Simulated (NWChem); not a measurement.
Molecule: CH₂BrF; SMILES FCBr

Program: NWChem. Pople sets run with spherical d functions. Structure relaxed at the B3LYP/6-31G* (spherical d) level. Ions are spin-unrestricted doublets at the neutral geometry; other ion states weren't tried. Functional: LC-ωPBE (HJS hole) with 6-31G*; rows give the range parameter ω in 1/bohr.

**Question.** At which range parameter does −ε(HOMO) equal the ΔSCF ionisation energy (optimal tuning)?

**Answer.** about 0.40 per bohr, by linear interpolation in these runs:
| range parameter (1/bohr) | vertical ionisation energy, ΔSCF (eV) | −ε(HOMO) (eV) | ΔSCF minus −ε(HOMO) (eV) |
|---|---|---|---|
| 0.05 | 10.57 | 7.53 | 3.04 |
| 0.15 | 10.67 | 8.92 | 1.75 |
| 0.20 | 10.75 | 9.48 | 1.27 |
| 0.30 | 10.90 | 10.38 | 0.52 |
| 0.40 | 11.00 | 11.00 | 0.00 |
